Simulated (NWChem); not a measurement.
Program: NWChem. System: CH5BO, charge 0, spin multiplicity 1, at a geometry optimised with PBE0/def2-SVP. The structure started from a generated list of species. Level: PBE/3-21G.

NWChem printed:

```
             Northwest Computational Chemistry Package (NWChem) 7.3.0
             --------------------------------------------------------

                                NWChem Input Module
                                -------------------

 Scaling coordinates for geometry "geometry" by  1.889725989
 (inverse scale =  0.529177249)

 Turning off AUTOSYM since
 SYMMETRY directive was detected!

                             Geometry "geometry" -> ""
                             -------------------------

 Output coordinates in angstroms (scale by  1.889725989 to convert to a.u.)

  No.       Tag          Charge          X              Y              Z
 ---- ---------------- ---------- -------------- -------------- --------------
    1 B                    5.0000    -1.26943400    -0.31305300     0.00000000
    2 H                    1.0000    -1.95352700    -1.30939900     0.00000000
    3 H                    1.0000    -1.73915300     0.80846700     0.00000000
    4 O                    8.0000     0.05748100    -0.48945200     0.00000000
    5 C                    6.0000     0.97835000     0.57253000     0.00000000
    6 H                    1.0000     0.47084200     1.55141400     0.00000000
    7 H                    1.0000     1.61952600     0.49760900     0.89154500
    8 H                    1.0000     1.61952600     0.49760900    -0.89154500

 Effective nuclear repulsion energy (a.u.)      70.3552827148

            Nuclear Dipole moment (a.u.)
            ----------------------------
        X                 Y               Z
 ---------------- ---------------- ----------------
    -0.0000151178    -0.0000018897     0.0000000000

      Symmetry information
      --------------------

 Group name             Cs
 Group number              2
 Group order               2
 No. of unique centers     7

      Symmetry unique atoms

     1    2    3    4    5    6    7


 Summary of "ao basis" -> "" (spherical)
 ------------------------------------------------------------------------------
       Tag                 Description            Shells   Functions and Types
 ---------------- ------------------------------  ------  ---------------------
 *                           3-21g                    on all atoms

  pbe96 is a nonlocal functional; adding pw91lda local functional.

                                 NWChem DFT Module
                                 -----------------

 Summary of "ao basis" -> "ao basis" (spherical)
 ------------------------------------------------------------------------------
       Tag                 Description            Shells   Functions and Types
 ---------------- ------------------------------  ------  ---------------------
 B                           3-21g                   5        9   3s2p
 H                           3-21g                   2        2   2s
 O                           3-21g                   5        9   3s2p
 C                           3-21g                   5        9   3s2p

 Summary of "ao basis" -> "ao basis" (spherical)
 ------------------------------------------------------------------------------
       Tag                 Description            Shells   Functions and Types
 ---------------- ------------------------------  ------  ---------------------
 B                           3-21g                   5        9   3s2p
 H                           3-21g                   2        2   2s
 O                           3-21g                   5        9   3s2p
 C                           3-21g                   5        9   3s2p

      Symmetry analysis of basis
      --------------------------

        a'         29
        a"          8

            General Information
            -------------------
          SCF calculation type: DFT
          Wavefunction type:  closed shell.
          No. of atoms     :     8
          No. of electrons :    24
           Alpha electrons :    12
            Beta electrons :    12
          Charge           :     0
          Spin multiplicity:     1
          Use of symmetry is: on ; symmetry adaption is: on
          Maximum number of iterations: 100
          AO basis - number of functions:    37
                     number of shells:    25
[...]
     1 a'          2 a"

  Orbital symmetries:

     1 a'          2 a'          3 a'          4 a'          5 a'
     6 a'          7 a'          8 a"          9 a'         10 a'
    11 a"         12 a'         13 a"         14 a'         15 a'
    16 a'         17 a"         18 a'         19 a'         20 a'
    21 a'         22 a"

------------------------------------------------------------
EAF file 0: "./mol.aoints.0" size=524288 bytes
------------------------------------------------------------
               write      read    awrite     aread      wait
               -----      ----    ------     -----      ----
     calls:        1         0         0         0         0
   data(b): 5.24e+05  0.00e+00  0.00e+00  0.00e+00
   time(s): 0.00e+00  0.00e+00  0.00e+00  0.00e+00  0.00e+00
rate(mb/s): 0.00e+00  0.00e+00
------------------------------------------------------------

   convergence    iter        energy       DeltaE   RMS-Dens  Diis-err    time
 ---------------- ----- ----------------- --------- --------- ---------  ------
 d= 0,ls=0.0,diis     1   -140.1793637838 -2.11D+02  3.05D-02  4.96D-01     0.3
 d= 0,ls=0.0,diis     2   -140.0931066358  8.63D-02  2.09D-02  1.40D+00     0.4
 d= 0,ls=0.0,diis     3   -140.2302451474 -1.37D-01  6.36D-03  9.90D-02     0.5
 d= 0,ls=0.0,diis     4   -140.2375757567 -7.33D-03  2.67D-03  1.40D-02     0.6
 d= 0,ls=0.0,diis     5   -140.2393088690 -1.73D-03  5.48D-04  6.08D-04     0.8
  Resetting Diis
 d= 0,ls=0.0,diis     6   -140.2393934081 -8.45D-05  1.29D-04  2.31D-05     0.9
 d= 0,ls=0.0,diis     7   -140.2393973568 -3.95D-06  6.11D-05  9.34D-07     1.0
 d= 0,ls=0.0,diis     8   -140.2393969176  4.39D-07  3.57D-05  5.66D-06     1.1
 d= 0,ls=0.0,diis     9   -140.2393974688 -5.51D-07  4.23D-06  1.31D-08     1.2

         Total DFT energy =     -140.239397468812
      One electron energy =     -328.616646195656
           Coulomb energy =      137.679870710953
    Exchange-Corr. energy =      -19.657904698925
 Nuclear repulsion energy =       70.355282714816

 Numeric. integr. density =       23.999994734900

     Total iterative time =      1.1s

                  Occupations of the irreducible representations
                  ----------------------------------------------

                     irrep           alpha         beta
                     --------     --------     --------
                     a'               10.0         10.0
                     a"                2.0          2.0

                       DFT Final Molecular Orbital Analysis
                       ------------------------------------

 Vector   10  Occ=2.000000D+00  E=-3.092490D-01  Symmetry=a'
              MO Center= -3.7D-01, -1.3D-01, -8.6D-15, r^2= 3.0D+00
   Bfn.  Coefficient  Atom+Function         Bfn.  Coefficient  Atom+Function
  ----- ------------  ---------------      ----- ------------  ---------------
     4      0.244861  1 B  py                 8      0.200516  1 B  py
    33     -0.191845  6 H  s                 21      0.188339  4 O  py
    17      0.184457  4 O  py                25      0.184316  5 C  px
    16     -0.182880  4 O  px                20     -0.183357  4 O  px
    10     -0.170782  2 H  s                 32     -0.169001  6 H  s

 Vector   11  Occ=2.000000D+00  E=-2.836464D-01  Symmetry=a"
              MO Center=  3.0D-01, -1.5D-01,  4.8D-15, r^2= 1.9D+00
   Bfn.  Coefficient  Atom+Function         Bfn.  Coefficient  Atom+Function
  ----- ------------  ---------------      ----- ------------  ---------------
    22      0.444210  4 O  pz                18      0.406068  4 O  pz
    27     -0.212056  5 C  pz                35     -0.191715  7 H  s
    37      0.191715  8 H  s                  5      0.190264  1 B  pz
     9      0.172022  1 B  pz                34     -0.157299  7 H  s
    36      0.157299  8 H  s                 31     -0.110121  5 C  pz

 Vector   12  Occ=2.000000D+00  E=-2.461648D-01  Symmetry=a'
              MO Center= -7.6D-01, -2.5D-01, -1.6D-15, r^2= 2.4D+00
   Bfn.  Coefficient  Atom+Function         Bfn.  Coefficient  Atom+Function
  ----- ------------  ---------------      ----- ------------  ---------------
    13      0.351904  3 H  s                 21     -0.350587  4 O  py
    17     -0.321168  4 O  py                11     -0.285526  2 H  s
     4      0.244485  1 B  py                19      0.198853  4 O  s
    33      0.196215  6 H  s                 12      0.182070  3 H  s
    10     -0.164289  2 H  s                 20      0.149008  4 O  px

 Vector   13  Occ=0.000000D+00  E=-3.090733D-02  Symmetry=a"
              MO Center= -1.1D+00, -3.2D-01,  4.7D-17, r^2= 2.0D+00
   Bfn.  Coefficient  Atom+Function         Bfn.  Coefficient  Atom+Function
  ----- ------------  ---------------      ----- ------------  ---------------
     9      0.656212  1 B  pz                 5      0.465564  1 B  pz
    22     -0.368887  4 O  pz                18     -0.271934  4 O  pz
    35      0.138191  7 H  s                 37     -0.138191  8 H  s
    31     -0.102242  5 C  pz                34      0.040259  7 H  s
    36     -0.040259  8 H  s

 Vector   14  Occ=0.000000D+00  E= 8.680204D-02  Symmetry=a'
              MO Center=  5.2D-01,  4.3D-01, -5.3D-16, r^2= 3.4D+00
   Bfn.  Coefficient  Atom+Function         Bfn.  Coefficient  Atom+Function
  ----- ------------  ---------------      ----- ------------  ---------------
    28      1.073302  5 C  s                 19      0.848103  4 O  s
    33     -0.702723  6 H  s                 30      0.679827  5 C  py
    35     -0.643318  7 H  s                 37     -0.643318  8 H  s
     7     -0.554457  1 B  px                29      0.528531  5 C  px
    26      0.252954  5 C  py                21      0.202441  4 O  py

 Vector   15  Occ=0.000000D+00  E= 1.175322D-01  Symmetry=a'
              MO Center=  8.0D-01,  4.6D-01,  4.1D-15, r^2= 3.4D+00
   Bfn.  Coefficient  Atom+Function         Bfn.  Coefficient  Atom+Function
  ----- ------------  ---------------      ----- ------------  ---------------
    28      1.934111  5 C  s                 19     -0.836867  4 O  s
    35     -0.741894  7 H  s                 37     -0.741894  8 H  s
    33     -0.711535  6 H  s                 11     -0.489173  2 H  s
     8     -0.346327  1 B  py                 6      0.338852  1 B  s
    21     -0.333657  4 O  py                30     -0.247885  5 C  py

 center of mass
 --------------
 x =  -0.05571953 y =  -0.10053620 z =   0.00000000

 moments of inertia (a.u.)
 ------------------
          55.827162357577         -50.348853361520           0.000000000000
         -50.348853361520         154.443079333005           0.000000000000
           0.000000000000           0.000000000000         198.827520201332

     Multipole analysis of the density
     ---------------------------------

     L   x y z        total         alpha         beta         nuclear
     -   - - -        -----         -----         ----         -------
     0   0 0 0     -0.000000    -12.000000    -12.000000     24.000000

     1   1 0 0      0.635160      0.317587      0.317587     -0.000015
     1   0 1 0      0.559758      0.279880      0.279880     -0.000002
     1   0 0 1      0.000000      0.000000      0.000000      0.000000

     2   2 0 0    -14.996708    -54.163416    -54.163416     93.330124
     2   1 1 0      0.611156    -15.080149    -15.080149     30.771455
     2   1 0 1      0.000000      0.000000      0.000000      0.000000
     2   0 2 0    -15.584854    -25.011242    -25.011242     34.437630
     2   0 1 1      0.000000      0.000000      0.000000      0.000000
     2   0 0 2    -14.085652     -9.881295     -9.881295      5.676939

 Task  times  cpu:        1.2s     wall:        1.2s

 Total times  cpu:        1.2s     wall:        1.2s
```

### Question
Write an NWChem input that would produce this output.

### Answer
One answer among several that fit: 
```
start mol
memory heap 200 mb stack 900 mb global 1100 mb
geometry units angstroms nocenter noautoz
  B     -1.269434    -0.313053     0.000000
  H     -1.953527    -1.309399     0.000000
  H     -1.739153     0.808467     0.000000
  O      0.057481    -0.489452     0.000000
  C      0.978350     0.572530     0.000000
  H      0.470842     1.551414     0.000000
  H      1.619526     0.497609     0.891545
  H      1.619526     0.497609    -0.891545
  symmetry group Cs
end
basis spherical
  * library 3-21g
end
dft
  xc xpbe96 cpbe96
  semidirect memsize 60000000 filesize 0
  iterations 100
end
task dft energy
```
